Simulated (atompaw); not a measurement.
## How hard is this copper PAW (atompaw) potential?

atompaw 4.2.0.5 input, output lines left out:

```
Cu 29
GGA-PBESOL scalarrelativistic loggrid 1500 logderivrange -10 5 376
4 4 3 0 0 0
4 0 1
4 1 0
0 0 0
c
c
v
v
c
v
v
v
3
1.75 1.30 1.30 1.50
n
n
y
1.8
n
y
-0.2
n
custom rrkj vanderbiltortho besselshape
4 0.5 ultrasoft
0.90
1.75
1.20
1.75
1.75
1.75
1.55
```

The pseudo-atom Hamiltonian at the reference potential is diagonalised in spherical Bessel functions j_l(qr) that vanish at 20 bohr, with q² up to the cutoff. All-electron valence levels (Ry): 3s -8.4086, 4s -0.3387, 3p -5.2919, 4p -0.0468, 3d -0.3719.

Question: How do the lowest levels (Ry) of each channel move with the cutoff, and are there ghosts?

Answer:

| cutoff (Ry) | s #1 | s #2 | s #3 | p #1 | p #2 | d #1 | f #1 | f #2 | Σ f·Δε (mRy) |
| --- | --- | --- | --- | --- | --- | --- | --- | --- | --- |
| 8 | -0.3887 | -0.0076 | 0.0700 | -0.0476 | 0.0555 | 0.0645 | 0.1124 | 0.2416 | 51919.7 |
| 18 | -7.1197 | -0.3386 | 0.0101 | -2.0688 | -0.0465 | -0.2802 | 0.1124 | 0.2416 | 22834.1 |
| 40 | -8.3646 | -0.3387 | 0.0100 | -5.2366 | -0.0466 | -0.3711 | 0.1124 | 0.2416 | 428.3 |
| 60 | -8.4058 | -0.3387 | 0.0100 | -5.2905 | -0.0466 | -0.3719 | 0.1124 | 0.2416 | 14.7 |
| 110 | -8.4084 | -0.3387 | 0.0100 | -5.2918 | -0.0466 | -0.3719 | 0.1124 | 0.2416 | 1.4 |
| 180 | -8.4086 | -0.3387 | 0.0100 | -5.2919 | -0.0466 | -0.3719 | 0.1124 | 0.2416 | 0.2 |
| 400 | -8.4087 | -0.3387 | 0.0100 | -5.2919 | -0.0466 | -0.3719 | 0.1124 | 0.2416 | 0.0 |

Result: no extra level below or beside the all-electron valence levels (s, p, d, f tested); 10 mRy is reached at 70 Ry and 1 mRy at 140 Ry.
